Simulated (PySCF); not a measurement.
# Nuclear quadrupole coupling in N-tert-butylacetamide

Compound: N-tert-butylacetamide, C6H13NO.
Geometry (PBE0-D3(BJ)/def2-SVP, Å), atoms numbered from 1 in this order:
```
atom  x, y, z in Å
C1     2.976   -0.335    0.423
C2     1.642    0.381    0.345
O3     1.552    1.592    0.437
N4     0.574   -0.440    0.157
C5    -0.818   -0.002    0.002
C6    -0.948    0.909   -1.221
C7    -1.278    0.730    1.265
C8    -1.652   -1.265   -0.199
H9     2.961   -1.130    1.185
H10    3.750    0.398    0.677
H11    3.223   -0.798   -0.545
H12    0.755   -1.431    0.076
H13   -1.991    1.238   -1.344
H14   -0.310    1.795   -1.101
H15   -0.643    0.376   -2.134
H16   -2.326    1.050    1.162
H17   -0.652    1.616    1.437
H18   -1.201    0.070    2.143
H19   -1.331   -1.814   -1.099
H20   -2.712   -1.004   -0.325
H21   -1.571   -1.937    0.671
```

Field gradients from the PBE0/pcSseg-1 density (PySCF, non-relativistic), principal values in atomic units, ordered |Vxx| ≤ |Vyy| ≤ |Vzz|:

```json
{"atom": "O3", "Vxx": "0.8201", "Vyy": "0.8540", "Vzz": "-1.6741"}
{"atom": "N4", "Vxx": "0.4537", "Vyy": "0.5310", "Vzz": "-0.9847"}
```

**Question.** Find the asymmetry η = (Vxx − Vyy)/Vzz and the couplings χ = eQV/h (234.96 MHz × Q in barn × V in au), with Q(17O) = −0.0256 b, Q(14N) = 0.02044 b.

**Answer.** 
```csv
atom,environment,nucleus,η,χzz (MHz),χxx (MHz),χyy (MHz)
O3,amide oxygen,17O,0.02,10.07,-4.93,-5.14
N4,amide nitrogen,14N,0.08,-4.729,2.179,2.550
```

The gradient is axial or nearly so (η below 0.05) at O3. 

**Question.** What is Vzz at O3 in SI units (1 au = 9.71736 × 10²¹ V/m²)?

**Answer.** -1.6741 au = -16.268 × 10²¹ V/m².

**Question.** And the gradient at the other heavy atoms, for which no coupling is worked out here?

**Answer.** 
```csv
atom,environment,Vzz (au),η
C1,methyl carbon next to a carbonyl,-0.061,0.93
C2,amide carbonyl carbon,0.404,0.49
C5,sp3 carbon bound to nitrogen,0.295,0.08
C6,methyl carbon,0.080,0.97
C7,methyl carbon,0.082,0.94
C8,methyl carbon,0.045,0.26
```

**Question.** What couplings would deuterons (Q(2H) = 0.00286 b) have in place of the hydrogens, at this geometry?

**Answer.** 
| atom | bonded to | bond length (Å) | Vzz (au) | η | χzz (kHz) |
| --- | --- | --- | --- | --- | --- |
| H9 | C1 | 1.101 | 0.2909 | 0.03 | 196 |
| H10 | C1 | 1.096 | 0.2964 | 0.01 | 199 |
| H11 | C1 | 1.101 | 0.2907 | 0.03 | 195 |
| H12 | N4 | 1.011 | 0.3998 | 0.21 | 269 |
| H13 | C6 | 1.101 | 0.2930 | 0.03 | 197 |
| H14 | C6 | 1.098 | 0.2872 | 0.01 | 193 |
| H15 | C6 | 1.101 | 0.2925 | 0.03 | 197 |
| H16 | C7 | 1.101 | 0.2930 | 0.03 | 197 |
| H17 | C7 | 1.098 | 0.2871 | 0.01 | 193 |
| H18 | C7 | 1.101 | 0.2928 | 0.03 | 197 |
| H19 | C8 | 1.102 | 0.2889 | 0.02 | 194 |
| H20 | C8 | 1.099 | 0.2938 | 0.03 | 197 |
| H21 | C8 | 1.102 | 0.2890 | 0.01 | 194 |

Isolated species at its PBE0-D3(BJ)/def2-SVP geometry (one conformer only). The basis is small and wasn't made for field gradients, so the couplings can be 20 % off.

The run behind these numbers computed NMR shieldings as well. Cost: about 30 s of CPU time on one thread (grids of density and orbitals included); the machine was shared, so the figure is rough.
